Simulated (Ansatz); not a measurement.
Basis-set extrapolation for `C[Si@H](O)[Si@H](O)F` (PBE0-D4/def2-TZVP geometry, frozen core, Ansatz). Multiplicity 1, RHF reference.

```csv
,def2-TZVPP,def2-QZVPP
HF,-869.310528,-869.343303
MP2 correlation,-1.146174,-1.241140
CCSD(T) correlation,-1.228529,not run
```

Energies in hartree. Use E(X) = E(∞) + A·exp(−7.88·√X) for Hartree–Fock and E(X) = E(∞) + B·X^(−2.97) for correlation, with X = 3 and 4, and add CCSD(T) minus MP2 of the smaller set to the MP2 limit.

What is the CCSD(T) energy at the basis-set limit?

HF limit: -869.343303 + (-0.032775) × 0.13774 = -869.34782. MP2 limit: -1.241140 + (-0.094966) × 0.74074 = -1.31149. Higher-order term: -1.228529 − (-1.146174) = -0.08235. Total: -870.74166 hartree, 531.9 kJ/mol below CCSD(T)/def2-TZVPP.
